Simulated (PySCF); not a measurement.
chloro(difluoro)methane (CHClF2), SMILES FC(F)Cl. Atoms are numbered in the order given.

```xyz
5

F     -1.0271     0.1532     1.0790
C     -0.4447    -0.3585     0.0000
F     -1.0271     0.1532    -1.0790
Cl     1.2765     0.0499     0.0000
H     -0.5454    -1.4548     0.0000
```

Geometry optimised at PBE0-D3(BJ)/def2-SVP.

Two levels are set side by side: PBE/pcSseg-2 (PySCF) and KT2/pcSseg-2 (PySCF). GIAO shifts against CFCl3 (¹⁹F), HCl (³⁵Cl), TMS (¹H), TMS (¹³C) at the same level; non-relativistic, no solvent, atoms listed together averaged. Without spin–orbit terms, shifts of atoms bonded to Cl or Br come out too high at both levels. Differences are taken from unrounded values.

```json
[
 {"quantity": "δ(¹⁹F) of F1, F3 (ppm)", "KT2": "-106.2"},
 {"quantity": "δ(¹³C) of C2 (ppm)", "KT2": "131.5"},
 {"quantity": "δ(³⁵Cl) of Cl4 (ppm)", "KT2": "322.3"},
 {"quantity": "δ(¹H) of H5 (ppm)", "KT2": "7.74"}
]
```

What does PBE give, and how far is it from KT2? (An estimate is asked for; the answer gives what the named calculation found.)


```json
[
 {"quantity": "δ(¹⁹F) of F1, F3 (ppm)", "PBE": "-100.5", "PBE minus KT2": "5.7"},
 {"quantity": "δ(¹³C) of C2 (ppm)", "PBE": "136.3", "PBE minus KT2": "4.8"},
 {"quantity": "δ(³⁵Cl) of Cl4 (ppm)", "PBE": "338.4", "PBE minus KT2": "16.1"},
 {"quantity": "δ(¹H) of H5 (ppm)", "PBE": "7.73", "PBE minus KT2": "-0.01"}
]
```

Rough cost on one machine, each run with all the roots and properties that it gave: KT2 against PBE within a factor of 2.
